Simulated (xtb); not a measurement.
BaCl₂, SMILES [Cl][Ba][Cl]. All values are semi-empirical tight-binding results from xtb (GFN2-xTB unless named), good for trends rather than for accurate numbers. Geometry optimised at GFN2-xTB. The isomer is the one that the SMILES or the coordinates give; other isomers of the formula were not compared.

For metal compounds this method's bond lengths and energies can be far off.

Q: Estimate the properties. (Estimate from the structure and the level; the computed values follow.)

A: 
```yaml
point_group_as_xtb_finds_it: C2v
orbital_gap: 1.72 eV
zero_point_energy: 0.6 kcal/mol
G − E(el) at 298.15 K (modified RRHO): -18.8 kcal/mol
```
